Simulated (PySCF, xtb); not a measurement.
GeOCl2, SMILES [O]=[Ge]([Cl])[Cl].

GFN2-xTB run with xtb at its own geometry gives an orbital gap of 4.41 eV and a dipole moment of 3.42 D.

Geometry: PBE0-D3(BJ)/def2-SVP.

**Question.** What does PBE/def2-TZVPD (PySCF) give? (Estimate from the structure and the level; the computed values follow.)

**Answer.** gap 3.48 eV (levels -7.35 and -3.87 eV), dipole 2.45 D.
